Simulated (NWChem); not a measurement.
C$_{3}$H$_{6}$FNSi; SMILES C=C(F)/N=C/[SiH3]

```xyz
12

C      1.0325     2.5497     0.0000
C      0.1377     1.5578     0.0000
F     -1.1903     1.8508     0.0000
N      0.4918     0.2205     0.0000
C     -0.4215    -0.6891     0.0000
Si     0.0666    -2.5141     0.0000
H      2.0868     2.3073     0.0000
H      0.7191     3.5863     0.0000
H     -1.4845    -0.4087     0.0000
H      1.5428    -2.6449     0.0000
H     -0.5092    -3.1765    -1.2029
H     -0.5092    -3.1765     1.2029
```
Atoms are numbered in this order, from 1.

All runs: NWChem. Coordinates come from a B3LYP/6-31G* (spherical d) optimisation.

Task: Taking PBE/def2-TZVPP as the yardstick, which of these has the fewest basis functions while keeping “dipole (D)” within 0.05 D of it: PBE/pcseg-2; PBE/3-21G; PBE/aug-pcseg-1; PBE/pcseg-1?

Result: PBE/aug-pcseg-1.
| level | basis functions | dipole (D) | relative time (rough) |
|---|---|---|---|
| PBE/3-21G | 70 | 0.31 | 1 |
| PBE/pcseg-1 | 118 | 0.17 | 4 |
| PBE/aug-pcseg-1 | 196 | 0.10 | 10 |
| PBE/pcseg-2 | 268 | 0.09 | 20 |
| PBE/def2-TZVPP | 281 | 0.11 | 20 |

The yardstick is one finite set, not the basis-set limit.
